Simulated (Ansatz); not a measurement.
Wavefunction ladder for `C[P+](C)(C)[Cu-][OH]`

Cartesian coordinates in Å:
```
C -0.400 1.194 -1.260
P 0.011 -0.029 0.025
C 1.712 -0.516 -0.408
C 0.252 1.004 1.505
Cu -1.384 -1.650 0.234
O -2.454 -3.065 0.482
H -0.466 0.695 -2.228
H 0.353 1.984 -1.312
H -1.372 1.638 -1.041
H 2.107 -1.180 0.362
H 2.364 0.357 -0.501
H 1.704 -1.062 -1.352
H 0.605 0.382 2.328
H 0.974 1.803 1.320
H -0.703 1.442 1.800
H -3.304 -2.997 0.046
```

Charge 0, multiplicity 1. For Cu the d shell is correlated and the shells below it are frozen. Scalar relativity is left out up to krypton. The structure was optimised at the PBE0-D4/def2-TZVP level. It is one conformer, not always the lowest. Frozen core, restricted reference, Ansatz 0.2.0.

| basis | HF (Eh) | MP2 corr. |
| --- | --- | --- |
| def2-SVP | -2173.49121 | -1.10049 |
| def2-TZVPP | -2174.08065 | -1.50550 |
| def2-QZVPP | -2174.14153 | -1.60563 |

Task: Estimate the CCSD correlation energy and the (T) correction in each basis where they were run (hartree).

Result: 
| basis | CCSD corr. | (T) |
| --- | --- | --- |
| def2-SVP | -1.11785 | -0.04046 |
| def2-TZVPP | -1.47099 | -0.06576 |
